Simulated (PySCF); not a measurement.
This PySCF input asks for the NMR shieldings of SMILES Fc1cc2occc2s1, C6H3FOS; the geometry comes from GFN2-xTB.

```python
import basis_set_exchange as bse
import numpy as np
from pyscf import gto, dft
from pyscf.prop import nmr

atoms = """
F     3.418116   -0.526796   -0.580500
C     2.111174   -0.351343   -0.394696
C     1.545876    0.397615    0.586265
C     0.141054    0.337596    0.454029
O    -0.899400    0.862431    1.118037
C    -2.011740    0.419494    0.485509
C    -1.721467   -0.382939   -0.577496
C    -0.309314   -0.442236   -0.606013
S     1.000503   -1.138499   -1.489185
H     2.092073    0.939999    1.332729
H    -2.952023    0.743284    0.884553
H    -2.413652   -0.859291   -1.239260
"""
names = dict.fromkeys(["F", "C", "O", "S", "H"], "pcSseg-1")
basis = {el: gto.basis.parse(bse.get_basis(n, elements=[el], fmt="nwchem")) for el, n in names.items()}
mol = gto.M(atom=atoms, basis=basis, charge=0, verbose=0)
mf = dft.RKS(mol, xc="PBE0")
mf.grids.level = 2
mf.grids.alignment = dft.numint.BLKSIZE   # the property module wants whole blocks of grid points
mf.conv_tol = 1e-9
mf.kernel()

calc = nmr.RKS(mf)   # GIAO
C = mf.mo_coeff
Co = C[:, mf.mo_occ > 0]
resp = mf.gen_response(singlet=True, hermi=2)
def vind(x):   # induced exchange potential for any number of trial vectors
    d = np.einsum("pi,xij,qj->xpq", C, 2 * x.reshape(-1, C.shape[1], Co.shape[1]), Co, optimize=True)
    return np.einsum("xpq,pi,qj->xij", resp(d - d.transpose(0, 2, 1)), C, Co, optimize=True).ravel()
mo1, _ = nmr.rhf.solve_mo1(calc, with_cphf=vind)
sigma = calc.kernel(mo1)
for i, s in enumerate(sigma):   # ppm
    w = np.linalg.eigvalsh((s + s.T) / 2)
    print("%2d %-2s iso %8.1f  s11 %8.1f  s22 %8.1f  s33 %8.1f" % (i, mol.atom_pure_symbol(i), w.mean(), *w))
```

Question: Give the expected output.

Answer: 
```
 0 F  iso    296.8  s11    237.2  s22    289.6  s33    363.6
 1 C  iso      8.4  s11    -54.9  s22     30.2  s33     49.9
 2 C  iso     87.9  s11     20.3  s22     82.4  s33    160.9
 3 C  iso     30.5  s11    -26.0  s22     27.6  s33     90.0
 4 O  iso     64.5  s11    -73.5  s22      0.1  s33    266.9
 5 C  iso     39.5  s11    -32.9  s22     51.3  s33    100.1
 6 C  iso     75.1  s11     -6.9  s22     69.7  s33    162.5
 7 C  iso     64.5  s11     -3.3  s22     66.0  s33    130.9
 8 S  iso    384.7  s11    244.8  s22    454.5  s33    454.8
 9 H  iso     24.9  s11     21.1  s22     25.2  s33     28.4
10 H  iso     24.1  s11     20.5  s22     25.2  s33     26.6
11 H  iso     24.8  s11     21.7  s22     25.6  s33     27.2
```

These numbers come from an equivalent density-fitted implementation of the same equations, which agrees with the script to about 0.01 ppm for H and up to a few tenths of a ppm for heavy atoms, so last digits may differ.

Question: Turn these shieldings into chemical shifts. δ = σ(ref) − σ, references computed at the same level: CFCl3 for ¹⁹F (σref 170.95); ¹³C (σref 186.93), ¹H (σref 31.72) against TMS; ¹⁷O (σref 336.08) vs H2O; ³³S (σref 503.73) against CS2.

Answer: Averaging equivalent atoms: F 0: -125.9; C 1: 178.5; C 3: 156.4; C 5: 147.4; C 7: 122.4; C 6: 111.8; C 2: 99.0; O 4: 271.6; S 8: 119; H 10: 7.61; H 11: 6.88; H 9: 6.82 ppm. Unscaled 19F shifts against computed CFCl3 carry errors that often reach 10 to 50 ppm. Unscaled 17O shifts of doubly bonded oxygen tend to come out too high, by tens of ppm or more. Experimental scales use liquid or dissolved standards, which lie at an offset from isolated H2O (liquid H2O: subtract about 36 ppm).

Size and cost of the density-fitted run: 175 basis functions, 17 s wall time on 1 thread of an AMD EPYC 9R45 96-Core, shared host; peak memory 0.95 GiB.
